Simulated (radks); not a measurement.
Spherical jellium clusters: N electrons in a uniform positive sphere of charge N and radius rs N^(1/3), rs = 3.07 bohr. Method: non-relativistic Kohn-Sham, exchange-only LDA, spin-polarised, spherical densities; computed with a radial shooting solver with Libxc functionals. Levels are named by radial order and angular momentum (1s, 1p, 1d, 2s, ...), and open shells are averaged over m.

N = 37, configuration 1s2 1p6 1d10 2s2 1f14 2p(up 3, down 0). This is the lowest configuration that the search found. Occupied and some empty levels:

level,occupation,eigenvalue (eV),<r> (bohr)
1s up,1,-6.8535,5.685
1s down,1,-6.3909,6.329
1p up,3,-5.7666,7.042
1p down,3,-5.5146,7.322
1d up,5,-4.5122,7.970
1d down,5,-4.3541,8.035
2s up,1,-4.1842,6.788
2s down,1,-3.6102,6.430
1f up,7,-3.1054,8.715
1f down,7,-2.9692,8.673
2p up,3,-2.5845,7.770
2p down,0,-2.0379,8.005
1g up,0,-1.5725,9.448
1g down,0,-1.4209,9.353
2d up,0,-1.0141,9.703
3s up,0,-0.93014,10.43
2d down,0,-0.64883,10.32
3s down,0,-0.59806,11.09

Energy (eV): total -28.7675, kinetic 102.64, external -4290.4, Hartree 2109.3, exchange-correlation -135.20, background 2184.9.

Electron density:

r (bohr),n(r) (e/bohr^3)
0.747,0.008269
1.58,0.008464
2.41,0.008542
3.24,0.008346
4.07,0.008005
4.91,0.007879
5.74,0.008192
6.57,0.008722
7.40,0.008856
8.23,0.008010
9.06,0.006138
9.89,0.003880
10.7,0.002054
11.6,0.0009778
12.4,0.0004376
13.2,0.0001890
14.1,0.00008000
14.9,0.00003351
15.7,0.00001384
16.6,5.767e-06
